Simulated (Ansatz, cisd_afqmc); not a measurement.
System: CH$_{3}$AlCl, charge 0, doublet. CH3AlCl (SMILES [CH3][Al][Cl], doublet).
B3LYP-D3(BJ)/def2-TZVP minimum from Ansatz (a program for electronic structure):
```
C
H 1 1.0896
H 1 1.0937 2 109.11
H 1 1.0937 2 109.11 3 -117.80
Al 1 1.9732 2 113.09 4 -121.10
Cl 5 2.1350 1 115.67 2 180.00
```
Charge 0, spin multiplicity 2.

Atomisation energy term by term, kcal/mol (programs: Ansatz, cisd_afqmc). Radicals and triplets start from unrestricted determinants; spin-orbit coupling is neglected. Correlated methods leave the cores frozen. Rows without X2C or -DK are non-relativistic. The Monte Carlo rows (phaseless AFQMC, CISD trial, step 0.005/hartree) carry one-sigma bars that omit the constraint's bias. Outlying blocks are dropped, and bars are widened where a walk drifts. Over all cases where full CI ran beside it in this data, AFQMC minus full CI had a median of +0.1 mEh and passed +0.4 mEh in a tenth of the cases. CBS(X,Y): correlation extrapolated as X^-3, Hartree-Fock from the larger set. A bracket is a step between two methods taken in the basis named. '+ core + X2C': CCSD(T) terms for core correlation (cc-pwCVTZ, 1s frozen past Ne) and scalar relativity (cc-pVTZ-DK). For partners of very few electrons the exact lower level stands in for a higher one. The spin of CH3AlCl ([CH3][Al][Cl], doublet) was assumed, and the state is the lowest solution found for it.

```json
[
 {"term": "Hartree-Fock", "basis": "cc-pV(Q+d)Z", "kcal/mol": "361.97"},
 {"term": "CCSD correlation", "basis": "CBS(cc-pV(T+d)Z,cc-pV(Q+d)Z)", "kcal/mol": "98.14"},
 {"term": "(T)", "basis": "CBS(cc-pV(T+d)Z,cc-pV(Q+d)Z)", "kcal/mol": "6.99"},
 {"term": "CCSDT(Q) - CCSD(T)", "basis": "cc-pV(D+d)Z", "kcal/mol": "0.37"},
 {"term": "core correlation", "basis": "cc-pwCVTZ", "kcal/mol": "0.64"},
 {"term": "scalar relativity", "basis": "X2C, cc-pVTZ-DK", "kcal/mol": "-0.76"},
 {"term": "sum: De", "basis": "", "kcal/mol": "467.4"}
]
```

The step beyond CCSD(T) by other levels: AFQMC/CISD in cc-pV(D+d)Z 0.84 ± 0.34 kcal/mol.
